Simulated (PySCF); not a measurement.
Cl$_{2}$Ge, charge +1, doublet (typed; the unrestricted solution is spin-contaminated), at a GFN2-xTB geometry (a state made from the parent by changing its charge; the spin is typed, not shown lowest); TPSS/6-31G run with PySCF.

Input for PySCF:
```python
from pyscf import gto, scf, dft

mol = gto.M(
    atom='''
Ge   -0.00024667   -0.00711576    0.53700100
Cl    1.14203502    1.43906514   -0.48590803
Cl   -1.14157070   -1.42567077   -0.52491738
''',
    basis='6-31g',
    charge=1,
    spin=1,
    verbose=4,
    symmetry=True,
)

mf = dft.UKS(mol)
mf.xc = 'tpss'
mf.irrep_nelec = {'A1': (16, 14), 'A2': (3, 3), 'B1': (5, 5), 'B2': (9, 10)}
mf.kernel()
mf.analyze()
```

Output, abridged:

```
PySCF version 2.14.0

[INPUT] verbose = 4
[INPUT] num. atoms = 3
[INPUT] num. electrons = 65
[INPUT] charge = 1
[INPUT] spin (= nelec alpha-beta = 2S) = 1
[INPUT] symmetry True subgroup None
[INPUT] Mole.unit = angstrom
[INPUT] Symbol           X                Y                Z      unit          X                Y                Z       unit  Magmom
[INPUT]  1 Ge    -0.000246670000  -0.007115760000   0.537001000000 AA   -0.000466138743  -0.013446837568   1.014784818618 Bohr   0.0
[INPUT]  2 Cl     1.142035020000   1.439065140000  -0.485908030000 AA    2.158133412462   2.719438990009  -0.918233098427 Bohr   0.0
[INPUT]  3 Cl    -1.141570700000  -1.425670770000  -0.524917380000 AA   -2.157255974828  -2.694127299098  -0.991950086224 Bohr   0.0

nuclear repulsion = 314.898699695716
point group symmetry = C2v
symmetry origin: [ 1.07657990e-16 -8.58966393e-10  8.58966393e-10]
symmetry axis x: [-0.78198523  0.6232469   0.00789939]
symmetry axis y: [-0.62329679 -0.78191287 -0.01064737]
symmetry axis z: [-4.59303631e-04 -1.32497554e-02  9.99912113e-01]
num. orbitals of irrep A1 = 23
num. orbitals of irrep A2 = 5
num. orbitals of irrep B1 = 9
num. orbitals of irrep B2 = 16
number of shells = 25
number of NR pGTOs = 182
number of NR cGTOs = 53
basis = 6-31g
ecp = {}

******** <class 'pyscf.dft.uks_symm.SymAdaptedUKS'> ********
method = SymAdaptedUKS
initial guess = minao
damping factor = 0
level_shift factor = 0
DIIS = <class 'pyscf.scf.diis.CDIIS'>
diis_start_cycle = 1
diis_space = 8
diis_damp = 0
SCF conv_tol = 1e-09
SCF conv_tol_grad = None
SCF max_cycles = 50
direct_scf = True
direct_scf_tol = 1e-13
number electrons alpha = 33  beta = 32
irrep_nelec {'A1': (16, 14), 'A2': (3, 3), 'B1': (5, 5), 'B2': (9, 10)}
XC library pyscf.dft.libxc version 7.1.2
    S. Lehtola, C. Steigemann, M. J. T. Oliveira, and M. A. L. Marques,  SoftwareX 7, 1–5 (2018)
XC functionals = tpss
    J. Tao, J. P. Perdew, V. N. Staroverov, and G. E. Scuseria,  Phys. Rev. Lett. 91, 146401 (2003)
    J. P. Perdew, J. Tao, V. N. Staroverov, and G. E. Scuseria,  J. Chem. Phys. 120, 6898 (2004)
    J. Tao, J. P. Perdew, V. N. Staroverov, and G. E. Scuseria,  Phys. Rev. Lett. 91, 146401 (2003)
    J. P. Perdew, J. Tao, V. N. Staroverov, and G. E. Scuseria,  J. Chem. Phys. 120, 6898 (2004)
radial grids:
    Treutler-Ahlrichs [JCP 102, 346 (1995); DOI:10.1063/1.469408] (M4) radial grids

becke partition: Becke, JCP 88, 2547 (1988); DOI:10.1063/1.454033
pruning grids: <function nwchem_prune>
grids dens level: 3
symmetrized grids: True
atomic radii adjust function: <function treutler_atomic_radii_adjust>
small_rho_cutoff = 0
Freeze 65 electrons in irreps ['A1', 'A2', 'B1', 'B2']
    0 free electrons in irreps
Set gradient conv threshold to 3.16228e-05
tot grids = 58400
init E= -2996.68400991851

cycle= 1 E= -2996.40509192881  delta_E= 0.279  |g|= 0.175  |ddm|= 2.76

cycle= 2 E= -2996.37726005228  delta_E= 0.0278  |g|= 0.29  |ddm|= 1.46

cycle= 3 E= -2996.44421949237  delta_E= -0.067  |g|= 0.0459  |ddm|= 0.583

cycle= 4 E= -2996.44557987967  delta_E= -0.00136  |g|= 0.0054  |ddm|= 0.131

cycle= 5 E= -2996.44559133914  delta_E= -1.15e-05  |g|= 0.00345  |ddm|= 0.0181

cycle= 6 E= -2996.44559845461  delta_E= -7.12e-06  |g|= 0.000386  |ddm|= 0.00623

cycle= 7 E= -2996.44559859257  delta_E= -1.38e-07  |g|= 4.93e-05  |ddm|= 0.00103

cycle= 8 E= -2996.44559859595  delta_E= -3.38e-09  |g|= 5.88e-06  |ddm|= 0.000185

cycle= 9 E= -2996.445598596  delta_E= -5.05e-11  |g|= 6.95e-07  |ddm|= 2.19e-05

Extra cycle  E= -2996.445598596  delta_E= -3.18e-12  |g|= 3.57e-07  |ddm|= 2.92e-06
converged SCF energy = -2996.445598596  <S^2> = 1.756972  2S+1 = 2.8333528
**** SCF Summaries ****
Total Energy =                       -2996.445598596003038
Nuclear Repulsion Energy =             314.898699695716459
One-electron Energy =                -4775.955888664737358
Two-electron Energy =                 1464.611590373017862
Two-electron Coulomb Energy =         1599.966626199941857
DFT Exchange-Correlation Energy =     -135.355035826924109
Wave-function symmetry = B2
alpha occupancy for each irrep:     A1   A2   B1   B2
                                    16    3    5    9
beta  occupancy for each irrep:     A1   A2   B1   B2
                                    14    3    5   10
**** MO energy ****
alpha MO #1 (A1 #1), energy= -397.931744871633 occ= 1
alpha MO #2 (A1 #2), energy= -101.275772989907 occ= 1
alpha MO #3 (B2 #1), energy= -101.275770045893 occ= 1
alpha MO #4 (A1 #3), energy= -49.5424424217264 occ= 1
alpha MO #5 (B1 #1), energy= -44.0843343712759 occ= 1
alpha MO #6 (B2 #2), energy= -44.0841258964231 occ= 1
alpha MO #7 (A1 #4), energy= -44.0816616545018 occ= 1
alpha MO #8 (A1 #5), energy= -9.53188680288797 occ= 1
alpha MO #9 (B2 #3), energy= -9.5318810638507 occ= 1
alpha MO #10 (B2 #4), energy= -7.31052358354213 occ= 1
alpha MO #11 (A1 #6), energy= -7.31051255435963 occ= 1
alpha MO #12 (B2 #5), energy= -7.30413941530483 occ= 1
alpha MO #13 (A1 #7), energy= -7.30412508809873 occ= 1
alpha MO #14 (B1 #2), energy= -7.29994517492398 occ= 1
alpha MO #15 (A2 #1), energy= -7.29993263093889 occ= 1
alpha MO #16 (A1 #8), energy= -6.29385340655303 occ= 1
alpha MO #17 (B2 #6), energy= -4.48596448665048 occ= 1
alpha MO #18 (B1 #3), energy= -4.48518743188557 occ= 1
alpha MO #19 (A1 #9), energy= -4.47534393234835 occ= 1
alpha MO #20 (A1 #10), energy= -1.34515254123016 occ= 1
alpha MO #21 (A2 #2), energy= -1.34055824792769 occ= 1
alpha MO #22 (B2 #7), energy= -1.3387451026042 occ= 1
alpha MO #23 (B1 #4), energy= -1.33210051484888 occ= 1
alpha MO #24 (A1 #11), energy= -1.33021586857812 occ= 1
alpha MO #25 (A1 #12), energy= -1.05917896024536 occ= 1
alpha MO #26 (B2 #8), energy= -1.03962746789901 occ= 1
alpha MO #27 (A1 #13), energy= -0.742989080647002 occ= 1
alpha MO #28 (B2 #9), energy= -0.636961433387783 occ= 1
alpha MO #29 (B1 #5), energy= -0.57918979688735 occ= 1
alpha MO #30 (A1 #14), energy= -0.578455325053811 occ= 1
alpha MO #31 (A2 #3), energy= -0.555018630694989 occ= 1
alpha MO #32 (A1 #15), energy= -0.508418288773673 occ= 1
alpha MO #33 (A1 #16), energy= -0.302058290952241 occ= 1
alpha MO #34 (B2 #10), energy= -0.545994004254719 occ= 0
alpha MO #35 (B1 #6), energy= -0.37805643653796 occ= 0
alpha MO #36 (B2 #11), energy= -0.233132277976282 occ= 0
alpha MO #37 (A1 #17), energy= -0.115990933885095 occ= 0
alpha MO #38 (B2 #12), energy= -0.0385992407943831 occ= 0
alpha MO #39 (A1 #18), energy= -0.038123213649476 occ= 0
alpha MO #40 (B1 #7), energy= -0.0369630280147826 occ= 0
alpha MO #41 (A1 #19), energy= 0.183924787357075 occ= 0
alpha MO #42 (B2 #13), energy= 0.193373860819217 occ= 0
alpha MO #43 (A2 #4), energy= 0.210736669440753 occ= 0
alpha MO #44 (A1 #20), energy= 0.236396656332415 occ= 0
alpha MO #45 (B1 #8), energy= 0.26192586004458 occ= 0
alpha MO #46 (B2 #14), energy= 0.292361376802749 occ= 0
alpha MO #47 (B2 #15), energy= 0.37375588397222 occ= 0
alpha MO #48 (A1 #21), energy= 0.385993925476396 occ= 0
alpha MO #49 (A2 #5), energy= 2.41552361331951 occ= 0
alpha MO #50 (B1 #9), energy= 2.41867079371376 occ= 0
alpha MO #51 (A1 #22), energy= 2.4243617161662 occ= 0
alpha MO #52 (A1 #23), energy= 2.4668502610052 occ= 0
alpha MO #53 (B2 #16), energy= 2.47379105159389 occ= 0
beta  MO #1 (A1 #1), energy= -397.929402733976 occ= 1
beta  MO #2 (A1 #2), energy= -101.276280218806 occ= 1
beta  MO #3 (B2 #1), energy= -101.276277273482 occ= 1
beta  MO #4 (A1 #3), energy= -49.5414482068941 occ= 1
beta  MO #5 (B1 #1), energy= -44.0834685007578 occ= 1
beta  MO #6 (B2 #2), energy= -44.0825622552787 occ= 1
beta  MO #7 (A1 #4), energy= -44.0787828794796 occ= 1
beta  MO #8 (A1 #5), energy= -9.53216834361996 occ= 1
beta  MO #9 (B2 #3), energy= -9.53216261736647 occ= 1
beta  MO #10 (B2 #4), energy= -7.31035057652536 occ= 1
beta  MO #11 (A1 #6), energy= -7.31033564931491 occ= 1
beta  MO #12 (B2 #5), energy= -7.30573876189317 occ= 1
beta  MO #13 (A1 #7), energy= -7.30572806333731 occ= 1
beta  MO #14 (B1 #2), energy= -7.3004155759916 occ= 1
beta  MO #15 (A2 #1), energy= -7.30040319582946 occ= 1
beta  MO #16 (A1 #8), energy= -6.28984416194902 occ= 1
beta  MO #17 (B2 #6), energy= -4.48360110297594 occ= 1
beta  MO #18 (B1 #3), energy= -4.48077081474026 occ= 1
beta  MO #19 (A1 #9), energy= -4.46864597073534 occ= 1
beta  MO #20 (A1 #10), energy= -1.34027934904963 occ= 1
beta  MO #21 (A2 #2), energy= -1.33605841972988 occ= 1
beta  MO #22 (B2 #7), energy= -1.33172816718559 occ= 1
beta  MO #23 (B1 #4), energy= -1.32326350109242 occ= 1
beta  MO #24 (A1 #11), energy= -1.32101326550797 occ= 1
beta  MO #25 (A1 #12), energy= -1.05980611236334 occ= 1
beta  MO #26 (B2 #8), energy= -1.04462373756543 occ= 1
beta  MO #27 (A1 #13), energy= -0.71179342209207 occ= 1
beta  MO #28 (B2 #9), energy= -0.622683260460766 occ= 1
beta  MO #29 (A1 #14), energy= -0.595099007776848 occ= 1
beta  MO #30 (B2 #10), energy= -0.577559465018862 occ= 1
beta  MO #31 (B1 #5), energy= -0.576695573674324 occ= 1
beta  MO #32 (A2 #3), energy= -0.558854905349294 occ= 1
beta  MO #33 (A1 #15), energy= -0.458824906893889 occ= 0
beta  MO #34 (B1 #6), energy= -0.334047270106683 occ= 0
beta  MO #35 (A1 #16), energy= -0.247978365250418 occ= 0
beta  MO #36 (B2 #11), energy= -0.203368898613247 occ= 0
beta  MO #37 (A1 #17), energy= -0.102598430989435 occ= 0
beta  MO #38 (B2 #12), energy= -0.0269926387580663 occ= 0
beta  MO #39 (B1 #7), energy= -0.0182203887031203 occ= 0
beta  MO #40 (A1 #18), energy= -0.00754423909679947 occ= 0
beta  MO #41 (A1 #19), energy= 0.179503597628236 occ= 0
beta  MO #42 (B2 #13), energy= 0.195189847276006 occ= 0
beta  MO #43 (A2 #4), energy= 0.209162251327402 occ= 0
beta  MO #44 (A1 #20), energy= 0.238767471492535 occ= 0
beta  MO #45 (B1 #8), energy= 0.263673612745966 occ= 0
beta  MO #46 (B2 #14), energy= 0.281315849021382 occ= 0
beta  MO #47 (B2 #15), energy= 0.379575806621509 occ= 0
beta  MO #48 (A1 #21), energy= 0.389181495890556 occ= 0
beta  MO #49 (A2 #5), energy= 2.43183878917691 occ= 0
beta  MO #50 (B1 #9), energy= 2.44786826680722 occ= 0
beta  MO #51 (A1 #22), energy= 2.45506304831098 occ= 0
beta  MO #52 (A1 #23), energy= 2.48205376652712 occ= 0
beta  MO #53 (B2 #16), energy= 2.49696071326082 occ= 0
 ** Mulliken pop alpha/beta on meta-lowdin orthogonal AOs **
 ** Mulliken pop       alpha | beta **
In total            33.00000 | 32.00000
 ** Mulliken atomic charges   ( Nelec_alpha | Nelec_beta ) **
charge of  0Ge =      0.51841  (    16.45528     15.02631 )
charge of  1Cl =      0.24080  (     8.27236      8.48685 )
charge of  2Cl =      0.24080  (     8.27236      8.48685 )

WARN: System has nonzero charge 1; the dipole moment is origin-dependent.
Location of origin: [0. 0. 0.]

Dipole moment(X, Y, Z, Debye): -0.00047, -0.01360,  1.02614
```
